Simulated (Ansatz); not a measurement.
The same path of a periodic cell of 17 atoms, Al16P (surface Al(110), adsorbate P) was run twice with different band settings. Lost on the way: Al12–P17. Made: Al10–P17.

All numbers below come from Ansatz 0.2.0, DFT LDA, scalar-relativistic, plane waves, PAW. Settings: cutoff 420 eV, k mesh 2x3x1, fermi-dirac smearing 0.05 eV, no spin polarisation.

Relaxed end points:

```xyz
17
Lattice="8.1000 0.0000 0.0000 0.0000 5.7276 0.0000 0.0000 0.0000 15.2957" Properties=species:S:1:pos:R:3
Al 2.025 1.432 1.000
Al 6.075 1.432 1.000
Al 2.025 4.296 1.000
Al 6.075 4.296 1.000
Al 0.005 0.017 2.281
Al 4.045 0.017 2.279
Al 0.007 2.845 2.283
Al 4.043 2.845 2.281
Al 2.024 1.427 3.776
Al 6.076 1.430 3.572
Al 2.025 4.295 3.851
Al 6.074 4.292 3.524
Al -0.116 0.072 4.997
Al 4.166 0.074 4.996
Al -0.112 2.784 4.998
Al 4.161 2.782 4.996
P 6.067 4.287 5.872
```

```xyz
17
Lattice="8.1000 0.0000 0.0000 0.0000 5.7276 0.0000 0.0000 0.0000 15.2957" Properties=species:S:1:pos:R:3
Al 2.025 1.432 1.000
Al 6.075 1.432 1.000
Al 2.025 4.296 1.000
Al 6.075 4.296 1.000
Al 0.007 -0.019 2.283
Al 4.043 -0.019 2.281
Al 0.005 2.880 2.281
Al 4.045 2.881 2.279
Al 2.025 1.431 3.851
Al 6.074 1.428 3.524
Al 2.024 4.291 3.776
Al 6.076 4.294 3.572
Al -0.112 -0.080 4.998
Al 4.161 -0.082 4.996
Al -0.116 2.936 4.997
Al 4.166 2.938 4.996
P 6.067 7.151 5.872
```

Common settings: climbing image yes; spring 5.0 eV/Å²; force threshold 0.05 eV/Å; end points relaxed; atoms held 1 to 4.

| run | movable images | optimiser | start path | iteration limit |
| --- | --- | --- | --- | --- |
| 1 | 5 | lbfgs | IDPP | 40 |
| 2 | 3 | quadratic models (default) | default | 6 |

Q: What does each run give, and how far can it be trusted?

A: Run 1: converged after 12 iterations, highest image 0.452 eV above the first end. By the program's own check the climbing image is a first-order saddle point (lowest curvatures found: -0.29 and 0.34 eV/Å²).
Run 2: converged after 5 iterations, highest image 0.453 eV above the first end. The order of the stationary point at the top wasn't checked.
Limits of this set-up: coarse k mesh, thin slab, slab without dipole correction, odd electron count without spin.
